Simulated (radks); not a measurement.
Results of a calculation; reference values are marked as such.
The iron ion Fe25+, 1s1. Level of theory: non-relativistic Kohn-Sham, LDA (Slater exchange, Perdew-Wang correlation), spin-polarised, spherical densities, point nucleus (a radial shooting solver on a logarithmic mesh with Libxc functionals). Every spin shell is full or empty, so the densities are truly spherical. Functionals are evaluated on that one density, not self-consistently. Rank these orbital-free kinetic functionals by their error against the exact value of the orbitals, and give that value: Thomas-Fermi, von Weizsacker, TF + vW/9, revAPBEK, Perdew 92, Thakkar, Pearson, LKT, PG1, DePristo-Kress, Ernzerhof.

Answer. Exact: 336.860 hartree. From best to worst, with 100 (|E| - |E exact|)/|E exact| (equal figures are ties): von Weizsacker 0.00, Pearson -2.23, Thakkar +2.55, TF + vW/9 +2.87, Perdew 92 +2.90, DePristo-Kress +3.08, revAPBEK +3.09, Ernzerhof +6.85, Thomas-Fermi -8.24, PG1 +55.47, LKT +62.77.
